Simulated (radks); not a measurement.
Question: Coherent X-ray form factor from a spherical all-electron density. All-electron calculation, scalar-relativistic Kohn-Sham, r2SCAN, spin-polarised, spherical densities, finite nucleus; meta-GGA in the generalised Kohn-Sham scheme; Fermi nuclear charge, rms radius of each element as measured or else 0.836 A^(1/3) + 0.57 fm. Program: a radial shooting solver on a logarithmic mesh with Libxc functionals.

sin(theta)/lambda (1/angstrom),f0 (electrons)
0.05,32.900
0.1,32.602
0.15,32.120
0.2,31.471
0.25,30.678
0.3,29.768
0.4,27.715
0.5,25.527
0.6,23.376
0.8,19.539
1,16.411
1.25,13.232
1.5,10.663
2,7.280

The species is in the configuration that NIST lists as its ground one. Which atom or ion scatters so?

Answer: The tin ion Sn17+, [Ar] 3d10 4s2 4p3. Extrapolating in s^2 from the first two rows gives f0(0) = 33.0, near the electron count 33; among species with that count, the fall with angle is slower the higher Z, and the table is that of Z = 50; from so few rows the species is fixed only to a neighbour or two.
